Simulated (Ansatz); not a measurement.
Input file for Ansatz (a first-principles code): R-BLYP/def2-TZVPP on C2H5NO (SMILES CNC=O).

Ansatz 0.2 input:
```yaml
crystal:
  periodic: [false, false, false]
  atoms:
    - {symbol: C, position_ang: [-1.12404353, 0.01672368, 0.00172860]}
    - {symbol: N, position_ang: [0.23174372, -0.43919653, 0.24123444]}
    - {symbol: C, position_ang: [1.32922407, 0.25231461, -0.15250637]}
    - {symbol: O, position_ang: [1.32056539, 1.31340650, -0.73962828]}
    - {symbol: H, position_ang: [-1.67464615, -0.69498601, -0.61660589]}
    - {symbol: H, position_ang: [-1.06461065, 0.96774621, -0.52142121]}
    - {symbol: H, position_ang: [-1.66175900, 0.16078712, 0.94091242]}
    - {symbol: H, position_ang: [0.37843821, -1.31094538, 0.72154656]}
    - {symbol: H, position_ang: [2.26508794, -0.26585022, 0.12473971]}
basis:
  gaussian:
    orbitals: def2-TZVPP
hamiltonian:
  xc: {name: BLYP}
scf: {lower_state_search: off}
```

Output:

```
WARN ansatz: RAYON_NUM_THREADS=2 ignored (pool sized by the plan → 2); use --threads N
Functional definition: BLYP
these checks for a lower state are left out or cut short: stability, starts, cluster_reference, orbital_swaps, neighbouring_geometries, increment
integrals: 0.08 GiB planned
961 factors; their error is unknown
mean field: 0.72 GiB planned
mean field evaluation 1: about -5681.2496 eV, gradient 7.8e1 eV
mean field evaluation 2: about -5641.2113 eV, gradient 1.5e2 eV
mean field evaluation 4: about -5692.6381 eV, gradient 2.0e1 eV
mean field evaluation 8: about -5693.3996 eV, gradient 8.9e-2 eV
mean field evaluation 16: about -5693.3804 eV, gradient 5.2e-5 eV
mean field -5693.38038997 eV, -209.2278702194 hartree, gradient 2.6e-6 eV, S^2 0.000000; 0 other end points of the search recorded, 0 dependent functions left out
reference -5693.38070978 eV, -209.2278819723 hartree; 16, 16 occupied and 178, 178 virtual orbitals, 961 factors
Total energy: -5693.38070978 eV, -209.2278819723 hartree
Checks for a lower state left out: stability, starts, cluster_reference, orbital_swaps, neighbouring_geometries, increment
```

The calculation finished and met its thresholds.

Cost: around 1.1 core-seconds (rough).
